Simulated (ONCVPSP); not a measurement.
**Sr: ONCV pseudisation with PBEsol, scalar-relativistic reference atom.**

strontium (Sr), optimised norm-conserving Vanderbilt (ONCV), made with ONCVPSP 4.0.1 (PBEsol, scalar-relativistic). Core [Ar] 3d10, reference 4s2 4p6 5s1.5 (charge +0.5). Waves: 4s+5s: rc 2.30 bohr, ncon 4, nbas 9, qcut 5 1/bohr, 2 projectors; 4p: rc 1.85 bohr, ncon 3, nbas 7, qcut 5.9 1/bohr, 3 projectors, debl 2.8 Ha; d scattering state at 0.07 Ha: rc 1.90 bohr, ncon 4, nbas 8, qcut 5 1/bohr, 2 projectors, debl 2.5 Ha. Local part: polynomial inside 1.70 bohr (lpopt 5, dvloc0 0 Ha). Core correction: Teter function, fcfact 1.5, rcfact 1.05.

In the d channel the program set the typed energies aside and used 0.050, 2.550 Ha.

All-electron outer shells of the reference configuration (PBEsol, scalar-relativistic, ld1.x):

```
shell  level (eV)  outermost node (bohr)  outermost maximum (bohr)
   4s      -43.89                   0.59                      1.19
   4p      -25.81                   0.61                      1.33
   5s       -5.87                   1.64                      3.58
```

Calculated quality:

```
Cutoffs needed             : 8.0 Ha and 14 Ha (the cutoffs (Ha) at which the residual kinetic energy of the hardest occupied pseudo-wave falls to 1 and 0.1 mHa per electron)
Ghost test                 : no bound ghost flagged; no localised positive-energy state flagged
Largest excitation error   : -2.7 meV (all-electron minus pseudo) for 4s2 4p6 5s0, out of 4 test configurations
rms error of d²Exc/dni dnj : 3.55 mHa without and 2.05 mHa with the model core
```

Generation and tests took about 4.4 s on one core of a shared server CPU.
